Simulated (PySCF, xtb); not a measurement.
C₃H₇BO₃, SMILES B1(OC)COCO1.

GFN2-xTB (xtb) at its own geometry gives an orbital gap of 6.19 eV and a dipole moment of 2.29 D.

The structure is a stationary point at PBE0-D3(BJ)/def2-SVP. This is a generated structure with no PubChem entry under its InChIKey; it may be hypothetical. Other conformers were not sampled.

**Question.** What does ωB97X/def2-TZVP run with PySCF give? (An estimate is asked for; the answer gives what the named calculation found.)

**Answer.** gap 12.71 eV (levels -9.94 and 2.77 eV), dipole 2.10 D.
